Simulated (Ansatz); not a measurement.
```yaml
crystal:
  periodic: [false, false, false]
  atoms:
    - {symbol: B, position_ang: [-1.149203, 0.847752, 0.319278]}
    - {symbol: C, position_ang: [-1.249284, -0.502714, -0.410420]}
    - {symbol: Si, position_ang: [-0.057512, -1.277720, 0.628818]}
    - {symbol: S, position_ang: [0.567459, 0.615118, 0.986685]}
    - {symbol: C, position_ang: [1.719575, 0.898659, -0.363999]}
    - {symbol: H, position_ang: [-1.160742, 1.784110, -0.320063]}
    - {symbol: H, position_ang: [-1.780263, 0.889160, 1.207438]}
    - {symbol: H, position_ang: [-2.235640, -1.221671, -0.446496]}
    - {symbol: H, position_ang: [-0.838083, -0.623437, -1.401827]}
    - {symbol: H, position_ang: [0.910375, -2.277911, 0.219632]}
    - {symbol: H, position_ang: [-0.823330, -1.943378, 1.895067]}
    - {symbol: H, position_ang: [1.287750, 0.423805, -1.285172]}
    - {symbol: H, position_ang: [2.646386, 0.370789, -0.062213]}
    - {symbol: H, position_ang: [1.948292, 1.888904, -0.496575]}
basis:
  gaussian: {orbitals: cc-pVDZ}
total_charge: 1
magnetization: {spin_polarized: true, initial_magnetization: 1}
hamiltonian: {xc: {name: B2GP-PLYP}}
```

```sh
$ ansatz run in.yaml --threads 4 --pin off --events-out ev --progress --plain --max-ram 10444MiB
```

It prints (some lines left out):

```
Functional definition: B2GP-PLYP
1155 factors; integrals over basis functions are off by at most 1.2e-3 eV
mean field evaluation 1: about -21568.6508 eV, gradient 3.9e1 eV
mean field evaluation 2: about -21568.7930 eV, gradient 3.9e1 eV
mean field evaluation 4: about -21577.2830 eV, gradient 3.6e0 eV
mean field evaluation 8: about -21577.5446 eV, gradient 6.7e-1 eV
mean field evaluation 16: about -21577.6167 eV, gradient 8.4e-2 eV
mean field evaluation 32: about -21577.6178 eV, gradient 1.5e-4 eV
mean field -21577.61778548 eV, -792.9628277817 hartree, gradient 4.2e-6 eV, S^2 0.761752; 4 other end points of the search recorded, 0 dependent functions left out
13 core orbitals not correlated: weight in the atoms' cores, before any rotation towards them, 1.000 or more for the frozen orbitals, at most 0.000 for the correlated occupied ones
reference -21577.61791659 eV, -792.9628325998 hartree; 15, 14 occupied and 95, 96 virtual orbitals, 1155 factors
second order -19.66554632 eV of doubles, -0.00000000 eV of singles
Total energy: -21584.69751326 eV, -793.2230029789 hartree
```

Hardware: 4 threads of an Intel Xeon Platinum 8488C on a shared host. Wall time 7.5 s, peak host memory 0.64 GiB.
